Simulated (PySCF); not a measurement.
Species: H₈O₂Si₃.
SMILES with atom numbers: `[OH:1][SiH2:2][O:3][SiH2:4][SiH3:5]` (hydrogens: H6 on O1; H7, H8 on Si2; H9, H10 on Si4; H11, H12, H13 on Si5)

Computed with PBE0-D3(BJ)/def2-SVP geometry optimisation, gas phase (PySCF).

Question: Give the optimised bond lengths and angles.

Answer: 
| bond | length (Å) |
| --- | --- |
| O1–Si2 | 1.664 |
| Si2–O3 | 1.643 |
| O3–Si4 | 1.672 |
| Si4–Si5 | 2.350 |
| O1–H6 | 0.961 |
| Si2–H7, Si2–H8 | 1.491 |
| Si4–H9, Si4–H10 | 1.495 |
| Si5–H11, Si5–H12, Si5–H13 | 1.495 |

Bonds in one row agree within 0.01 Å and their mean is given. A selection of angles:
| angle | degrees |
| --- | --- |
| Si2–O1–H6 | 119.9 |
| O1–Si2–O3 | 105.0 |
| O1–Si2–H7 | 111.2 |
| O3–Si2–H7 | 109.8 |
| H7–Si2–H8 | 109.9 |
| Si2–O3–Si4 | 139.9 |
| O3–Si4–Si5 | 112.0 |
| O3–Si4–H9 | 109.1 |
| O3–Si4–H10 | 107.8 |
| Si5–Si4–H9 | 110.0 |
| H9–Si4–H10 | 107.7 |
| Si4–Si5–H11 | 107.0 |
| Si4–Si5–H12 | 111.2 |
| H11–Si5–H12 | 108.0 |
| H12–Si5–H13 | 110.3 |

Dihedral angles: O1–Si2–O3–Si4 13° (synperiplanar); Si2–O3–Si4–Si5 -20° (synperiplanar); H6–O1–Si2–O3 169° (antiperiplanar). The mirror-image conformer, all signs reversed, is as good.

Si4 (oxygen-bound silicon) is tetrahedral (angles from 107.7° to 112.0°). The 3 O–Si bonds span 1.643 Å (Si2–O3, drawn single) to 1.672 Å (O3–Si4, drawn single), a spread of 0.029 Å. Si5 (SiH3 silicon) is tetrahedral (angles from 107.0° to 112.0°). Si2 (oxygen-bound silicon) is distorted tetrahedral (angles from 105.0° to 111.3°). O3 (siloxane oxygen) is bent (angle 139.9°). Of the pairs four or more bonds apart, O1···Si5 is among the closest relative to their van der Waals radii: 3.19 Å, 88 % of the sum of Bondi's values.

Point group: near Cs, missed by 0.35 Å at most; the miss may be what the optimiser left on a soft mode. PBE0-D3(BJ)/def2-SVP frequencies: not computed here. The numbers are those of one conformer (H–O1–Si2–O3 169°, O1–Si2–O3–Si4 13°, Si2–O3–Si4–Si5 -20°).

On an Arm Neoverse V1 with one thread (shared host), this took 90 s wall and 0.51 GiB of memory at its peak. This is the geometry optimisation.
